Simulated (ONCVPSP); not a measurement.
**aluminium (Al): excitation energies, all-electron against ONCV**

ONCVPSP 4.0.1 input, shortened (lines: element, Z, core and valence counts, functional; n l f; lmax; l rc ep ncon nbas qcut; lloc lpopt rc5 dvloc0; l nproj debl; icmod fcfact rcfact), PBE, scalar-relativistic:

```
  Al 13.00    3    2        4      upf
    1    0    2.00
    2    0    2.00
    2    1    6.00
    3    0    1.75
    3    1    1.25
    2
    0    1.70    0.00    4    8    4.90
    1    2.75    0.00    5    8    2.70
    2    2.45    0.15    4    7    4.50
    4    3    1.60   -1.00
    0    2    0.60
    1    2    0.90
    2    3    3.40
    0    0.00    0.00
```

Energies are relative to the spin-unpolarised reference configuration 3s1.75 3p1.25; without spin polarisation the order of configurations can differ from experiment.

| valence configuration | charge | ΔE all-electron (eV) | error AE − PS (meV) |
| --- | --- | --- | --- |
| 3s2 3p1 | 0 | -1.267 | +0.4 |
| 3s2 3p0.5 | +0.5 | 0.819 | -0.4 |

(1) What are ΔE and the potential's error for 3s2 3p0?

(2) What are ΔE and the potential's error for 3s1 3p0?

Note: ghosts flagged at negative energy: s at -87.3 eV; no localised positive-energy state flagged. A true bound ghost makes a file unfit for plane-wave use.

## Answers

(1) ΔE = 4.495 eV all-electron; the error (AE − PS) is -4.2 meV.

(2) ΔE = 23.720 eV all-electron; the error (AE − PS) is +7.7 meV.
